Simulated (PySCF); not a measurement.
# Vertical ionisation of several complexes

Computed with PySCF 2.14.0, PBE0, def2-SVP on the ligands and scalar-relativistic core potentials on the metal (def2; Stuttgart 1997 for actinides; CRENBL for Ra), no spin-orbit coupling, vacuum. One electron is taken off at the relaxed geometry; the lower of the one or two spin states computed is given. Charges are Mulliken's.

The compounds:

| compound | state | point group | M–first ligand (Å) |
| --- | --- | --- | --- |
| [La(H2CO)]3+ | singlet | C2v | 2.231 |
| [Y(H2O)]3+ | singlet | C2v | 2.136 |
| [Ce(H2O)5]3+ | doublet | C2v | 2.414 |
| [La(NH3)]3+ | singlet | C3v | 2.478 |

(1) Order them by vertical ionisation energy, lowest first.
A. [La(NH3)]3+
B. [Y(H2O)]3+
C. [Ce(H2O)5]3+
D. [La(H2CO)]3+

(2) What are the other results?

One start shape was tried for each compound. Distances are means of the shortest metal–ligand contacts. Open shells may have lower solutions than those found. Not shown here to be minima: [Ce(H2O)5]3+.

Answers

(1) C (23.97 eV), D (27.03 eV), A (29.47 eV), B (31.80 eV).

(2) 
| compound | ionisation energy (eV) | −ε(HOMO) (eV) | state after | change of charge on M (e) | spin on M after (e) |
| --- | --- | --- | --- | --- | --- |
| [La(H2CO)]3+ | 27.03 | 24.39 | doublet | 0.28 | 0.01 |
| [Y(H2O)]3+ | 31.80 | 28.60 | doublet | 0.29 | 0.00 |
| [Ce(H2O)5]3+ | 23.97 | 21.21 | singlet | 0.28 | 0.00 |
| [La(NH3)]3+ | 29.47 | 26.64 | doublet | 0.33 | 0.10 |
